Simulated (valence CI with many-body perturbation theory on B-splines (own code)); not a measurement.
# Bi¹⁸⁺: magnetic and hyperfine properties of the levels

Calculated by valence CI with perturbative core correlation (CI+MBPT): five valence electrons over a frozen Dirac-Fock core [Kr] 4d10 4f14, a basis of 11 s, 11 p, 10 d, 8 f, 5 g, 2 h functions for each j, with the one-electron correlation potential Σ1, the two-electron term Σ2, the three-electron term Σ3, Breit, model QED; selected CI, second order for the rest, scaled by the run's own slope (own B-spline code, finite nucleus).

No measured levels were compared; by estimate levels hold to about 250 cm⁻¹ or 0.2 % of their energy and the worst to 1 %, as in measured heavy ions of charge 2 to 7. The list stops below the first excitations out of the core. Only levels of the ground parity were solved; by the run's estimate the other parity begins above the list, which can be wrong where configurations are misplaced.

A/g_I is the dipole constant over the nuclear g factor μ/I (μ in nuclear magnetons, uniformly magnetised nucleus), B/Q the quadrupole constant per barn. Both hold the static response of the core; the bare values leave it out. Large factors of s and p1/2 electrons are usually good to 5 to 10 %; those of open d and f shells near neutrality can be off by tens of per cent, and small factors of p3/2, d and f electrons come from cancelling terms and can be off by a factor of two or in sign, in half-filled shells by more. B is blank for J = 1/2, where it vanishes, and for nearly pure S terms. Energies count from the lowest level.

Levels are named by their leading jj configuration (3d3/2^4 stands for four electrons in 3d with j = 3/2), which in mixed levels can hold well under half, so a name can repeat and another be missing.

```csv
Level,E (cm⁻¹),g,A/g_I (MHz),A/g_I bare,B/Q (MHz/b),B/Q bare
(5s^2 5p1/2^2 5p3/2) J=3/2,0.0,1.386,14700,13100,29800,27800
(5s^2 5p1/2 5p3/2^2) J=3/2,232190,1.449,-15700,-15900,6120,5750
(5s^2 5p1/2 5p3/2^2) J=5/2,253410,1.199,47300,44600,-81.8,-62.5
(5s^2 5p1/2 5p3/2^2) J=1/2,280330,0.664,174000,167000,,
```

(1) Take the isotope of mass number 207, with I = 9/2, μ = 4.0729 μN, leaving out the quadrupole term. What is the hyperfine structure of (5s^2 5p1/2 5p3/2^2) J=3/2?

Results:

(1) From the table A = -14200 MHz. Shifts from the centre of gravity in MHz: F = 3: 117000, F = 4: 60400, F = 5: -10600, F = 6: -95800.
